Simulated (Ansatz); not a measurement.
# Nudged elastic band run: CH$_{4}$ClFN$_{2}$Sn

Input file:

```yaml
crystal:
  periodic: [false, false, false]
  atoms:
    - { symbol: F, position_ang: [-0.684345, -2.431237, 1.482572] }
    - { symbol: Sn, position_ang: [0.236683, -1.300801, 0.217064] }
    - { symbol: Cl, position_ang: [1.74029, -2.793509, -0.745584] }
    - { symbol: "N", position_ang: [-0.800665, 0.044336, -0.900967] }
    - { symbol: C, position_ang: [-0.220069, 1.181706, -0.17576] }
    - { symbol: "N", position_ang: [0.680617, 0.589478, 0.821287] }
    - { symbol: H, position_ang: [-1.810547, 0.047096, -1.015325] }
    - { symbol: H, position_ang: [-1.010401, 1.783241, 0.314754] }
    - { symbol: H, position_ang: [0.333062, 1.850541, -0.863853] }
    - { symbol: H, position_ang: [1.618676, 0.978049, 0.868712] }
basis:
  gaussian: { orbitals: def2-SVP }
hamiltonian:
  xc: pbe0
  dispersion: d4
neb:
  order_check: false
  images: 6
  f_tol: 0.05
  max_iterations: 60
  climbing: false
  final_atoms:
    - { symbol: F, position_ang: [-1.6148836, -2.24006482, -0.05855092] }
    - { symbol: Sn, position_ang: [0.08204292, -2.08388072, 0.96867167] }
    - { symbol: Cl, position_ang: [1.58551266, -2.46681877, -0.90909306] }
    - { symbol: "N", position_ang: [-0.20559408, 0.08613728, -0.23132247] }
    - { symbol: C, position_ang: [-0.23268499, 1.34350738, 0.39567773] }
    - { symbol: "N", position_ang: [0.70105492, 2.18768324, 0.47765768] }
    - { symbol: H, position_ang: [-1.10569019, -0.26239759, -0.57545322] }
    - { symbol: H, position_ang: [-1.18900596, 1.54587721, 0.90349686] }
    - { symbol: H, position_ang: [0.52398606, -0.04729565, -0.9360513] }
    - { symbol: H, position_ang: [1.53856326, 1.88615243, -0.03213298] }
  initial_path:
    images:
      - { positions_ang: [[-0.684345, -2.431237, 1.482572], [0.236683, -1.300801, 0.217064], [1.74029, -2.793509, -0.745584], [-0.800665, 0.044336, -0.900967], [-0.220069, 1.181706, -0.17576], [0.680617, 0.589478, 0.821287], [-1.810547, 0.047096, -1.015325], [-1.010401, 1.783241, 0.314754], [0.333062, 1.850541, -0.863853], [1.618676, 0.978049, 0.868712]] }
      - { positions_ang: [[-0.7748808, -2.4055655, 1.44010726], [0.22164233, -1.28895439, 0.22440041], [1.81012852, -2.65493186, -0.76480078], [-0.75197729, 0.08195682, -0.89970296], [-0.20432464, 1.19972408, -0.14396087], [0.66276125, 0.58956987, 0.8746284], [-1.78035548, 0.05773823, -0.92867067], [-0.9930692, 1.80473485, 0.34275732], [0.26997816, 1.65537392, -1.00352474], [1.62339815, 0.909254, 0.86166664]] }
      - { positions_ang: [[-0.86541661, -2.37989401, 1.39764252], [0.20660166, -1.27710778, 0.23173683], [1.87996704, -2.51635472, -0.78401756], [-0.70328957, 0.11957764, -0.89843892], [-0.18858028, 1.21774215, -0.11216175], [0.6449055, 0.58966173, 0.9279698], [-1.75016395, 0.06838045, -0.84201634], [-0.97573741, 1.82622869, 0.37076064], [0.20689433, 1.46020684, -1.14319648], [1.62812029, 0.840459, 0.85462127]] }
      - { positions_ang: [[-0.95595241, -2.35422251, 1.35517778], [0.19156099, -1.26526116, 0.23907324], [1.94980557, -2.37777758, -0.80323435], [-0.65460186, 0.15719846, -0.89717488], [-0.17283592, 1.23576023, -0.08036262], [0.62704975, 0.5897536, 0.98131119], [-1.71997243, 0.07902268, -0.75536201], [-0.95840561, 1.84772254, 0.39876395], [0.14381049, 1.26503975, -1.28286822], [1.63284244, 0.771664, 0.84757591]] }
      - { positions_ang: [[-1.0888865, -2.3269122, 1.13501736], [0.16946955, -1.3771297, 0.34644576], [1.92769452, -2.33110755, -0.82659278], [-0.56959172, 0.16317007, -0.80151137], [-0.17463821, 1.25887471, 0.00127134], [0.62996945, 0.81806863, 0.93222129], [-1.6192786, 0.03480931, -0.69252319], [-0.98392061, 1.81381342, 0.48287008], [0.17108536, 0.99392023, -1.29318226], [1.62139776, 0.90139306, 0.71888377]] }
      - { positions_ang: [[-1.26421887, -2.29796307, 0.73716127], [0.14032734, -1.61271337, 0.5538544], [1.8136339, -2.37634462, -0.85409288], [-0.44825918, 0.13749248, -0.6114484], [-0.19398713, 1.2870856, 0.13274014], [0.65366461, 1.27460683, 0.78070009], [-1.44808246, -0.06425965, -0.65349986], [-1.05228239, 1.72450135, 0.623079], [0.28871892, 0.64684827, -1.1741386], [1.59378626, 1.22964619, 0.46854485]] }
      - { positions_ang: [[-1.43955123, -2.26901395, 0.33930517], [0.11118513, -1.84829705, 0.76126303], [1.69957328, -2.42158169, -0.88159297], [-0.32692663, 0.11181488, -0.42138544], [-0.21333606, 1.31529649, 0.26420894], [0.67735976, 1.73114503, 0.62917889], [-1.27688633, -0.16332862, -0.61447654], [-1.12064417, 1.63518928, 0.76328793], [0.40635249, 0.29977631, -1.05509495], [1.56617476, 1.55789931, 0.21820594]] }
      - { positions_ang: [[-1.6148836, -2.24006482, -0.05855092], [0.08204292, -2.08388072, 0.96867167], [1.58551266, -2.46681877, -0.90909306], [-0.20559408, 0.08613728, -0.23132247], [-0.23268499, 1.34350738, 0.39567773], [0.70105492, 2.18768324, 0.47765768], [-1.10569019, -0.26239759, -0.57545322], [-1.18900596, 1.54587721, 0.90349686], [0.52398606, -0.04729565, -0.9360513], [1.53856326, 1.88615243, -0.03213298]] }
```

Launched with:

```bash
$ ansatz run input.yaml --threads 2 --pin off --max-ram 3072MiB --backend cpu --events-out ev --progress --plain --runs-dir out
```

Output, in part (warnings, iteration lines, the closing report on the highest movable image, with atoms numbered from 0):

```
NEB end point (image 0): max|allowed force component| = 1.222e-2 eV/Å (the criterion of neb.relax_end_points is 1.000e-2)
NEB end point (image 7): max|allowed force component| = 9.232e-3 eV/Å (the criterion of neb.relax_end_points is 1.000e-2)
NEB iter   1: max|band force component| = 2.604e1 eV/Å  barrier→ = 8.7636 eV  barrier← = 10.6359 eV  Δτ_max = 0.1946 Å  (238 SCF iters)
NEB iter   2: max|band force component| = 8.207e0 eV/Å  barrier→ = 3.1631 eV  barrier← = 5.0354 eV  Δτ_max = 0.1930 Å  (211 SCF iters)
NEB iter   3: max|band force component| = 4.060e0 eV/Å  barrier→ = 2.4718 eV  barrier← = 4.3440 eV  Δτ_max = 0.2000 Å  (205 SCF iters)
NEB iter   4: max|band force component| = 5.014e0 eV/Å  barrier→ = 2.9439 eV  barrier← = 4.8162 eV  Δτ_max = 0.1007 Å  (210 SCF iters)
NEB iter   5: max|band force component| = 4.483e0 eV/Å  barrier→ = 2.7977 eV  barrier← = 4.6699 eV  Δτ_max = 0.0996 Å  (201 SCF iters)
NEB iter   6: max|band force component| = 2.598e0 eV/Å  barrier→ = 2.2646 eV  barrier← = 4.1368 eV  Δτ_max = 0.1002 Å  (200 SCF iters)
NEB iter   7: max|band force component| = 2.387e0 eV/Å  barrier→ = 1.6680 eV  barrier← = 3.5403 eV  Δτ_max = 0.1979 Å  (200 SCF iters)
NEB iter   8: max|band force component| = 3.951e0 eV/Å  barrier→ = 1.2527 eV  barrier← = 3.1249 eV  Δτ_max = 0.1004 Å  (199 SCF iters)
NEB iter   9: max|band force component| = 9.776e-1 eV/Å  barrier→ = 1.1569 eV  barrier← = 3.0292 eV  Δτ_max = 0.2000 Å  (194 SCF iters)
NEB iter  10: max|band force component| = 5.138e-1 eV/Å  barrier→ = 1.0397 eV  barrier← = 2.9120 eV  Δτ_max = 0.2000 Å  (190 SCF iters)
NEB iter  11: max|band force component| = 7.389e-1 eV/Å  barrier→ = 0.9546 eV  barrier← = 2.8268 eV  Δτ_max = 0.1006 Å  (191 SCF iters)
NEB iter  12: max|band force component| = 4.910e-1 eV/Å  barrier→ = 0.9383 eV  barrier← = 2.8106 eV  Δτ_max = 0.1004 Å  (188 SCF iters)
NEB iter  13: max|band force component| = 4.896e-1 eV/Å  barrier→ = 0.8614 eV  barrier← = 2.7337 eV  Δτ_max = 0.1009 Å  (193 SCF iters)
NEB iter  14: max|band force component| = 5.647e-1 eV/Å  barrier→ = 0.8020 eV  barrier← = 2.6742 eV  Δτ_max = 0.0504 Å  (191 SCF iters)
NEB iter  15: max|band force component| = 3.758e-1 eV/Å  barrier→ = 0.7769 eV  barrier← = 2.6492 eV  Δτ_max = 0.0502 Å  (198 SCF iters)
NEB iter  16: max|band force component| = 2.862e-1 eV/Å  barrier→ = 0.7695 eV  barrier← = 2.6417 eV  Δτ_max = 0.0501 Å  (198 SCF iters)
NEB iter  17: max|band force component| = 2.001e-1 eV/Å  barrier→ = 0.7627 eV  barrier← = 2.6350 eV  Δτ_max = 0.0501 Å  (196 SCF iters)
NEB iter  18: max|band force component| = 1.104e-1 eV/Å  barrier→ = 0.7485 eV  barrier← = 2.6207 eV  Δτ_max = 0.0501 Å  (200 SCF iters)
NEB iter  19: max|band force component| = 8.105e-2 eV/Å  barrier→ = 0.7424 eV  barrier← = 2.6146 eV  Δτ_max = 0.0500 Å  (184 SCF iters)
NEB iter  20: max|band force component| = 1.071e-1 eV/Å  barrier→ = 0.7357 eV  barrier← = 2.6080 eV  Δτ_max = 0.0130 Å  (170 SCF iters)
NEB iter  21: max|band force component| = 5.260e-2 eV/Å  barrier→ = 0.7345 eV  barrier← = 2.6067 eV  Δτ_max = 0.0250 Å  (164 SCF iters)
NEB iter  22: max|band force component| = 4.991e-2 eV/Å  barrier→ = 0.7355 eV  barrier← = 2.6077 eV  Δτ_max = 0.0000 Å  (358 SCF iters)
Total energy: -25133.12975045 eV, -923.6254824817 hartree
Atom 0 at    -0.984726    -2.871249     0.378597 Å, force     0.122307     0.213181     0.289378 eV/Å
Atom 1 at     0.157384    -1.298396     0.398065 Å, force     0.048669     0.292845    -0.401995 eV/Å
Atom 2 at     2.189643    -2.497876     0.272275 Å, force    -0.126374    -0.020635    -0.029422 eV/Å
Atom 3 at    -1.056704     0.108859    -0.399132 Å, force    -0.295270    -0.453433     0.337740 eV/Å
Atom 4 at    -0.217441     1.236788    -0.067824 Å, force    -0.054090    -0.003999    -0.438000 eV/Å
Atom 5 at     0.929804     0.681681     0.620591 Å, force    -0.160714    -0.534717     0.024084 eV/Å
Atom 6 at    -1.988781     0.274294    -0.760568 Å, force    -0.183979    -0.226391    -0.017205 eV/Å
Atom 7 at    -0.733120     1.980472     0.579382 Å, force     0.026491    -0.072804    -0.204333 eV/Å
Atom 8 at     0.017087     1.675582    -1.058782 Å, force     0.517736     0.611818     0.368582 eV/Å
Atom 9 at     1.770154     0.658744     0.040296 Å, force     0.105225     0.194134     0.071174 eV/Å
Dipole moment:    -0.205582     0.590120    -0.204892 e Å
```

It converged. Neighbouring images differ by up to 2.1 eV, so the band resolves the path poorly. No image climbed, so the highest image needn't sit at the top of the path. The orbitals stay closed-shell, which can raise the energy where a bond breaks towards radicals; this wasn't checked here.

Final band (atoms are numbered from 1 in the order of the input):

| image | path coordinate (Å) | energy (eV) | Sn2–N6 (Å) | C5–H9 (Å) | N4–H9 (Å) |
| --- | --- | --- | --- | --- | --- |
| 0 | 0.00 | 0.00 | 2.03 | 1.11 | 2.13 |
| 1 | 1.10 | 0.20 | 2.05 | 1.11 | 2.13 |
| 2 | 2.20 | 0.74 | 2.14 | 1.11 | 2.01 |
| 3 | 3.30 | 0.63 | 2.75 | 1.59 | 1.10 |
| 4 | 4.40 | -1.44 | 3.31 | 2.01 | 1.02 |
| 5 | 5.50 | -1.83 | 3.66 | 2.06 | 1.02 |
| 6 | 6.60 | -1.86 | 4.09 | 2.06 | 1.02 |
| 7 | 7.70 | -1.87 | 4.34 | 2.07 | 1.02 |

Run time: 7.2 min on 2 threads of Intel(R) Xeon(R) Platinum 8488C (Sapphire Rapids), on a shared host, peak memory 0.35 GiB.
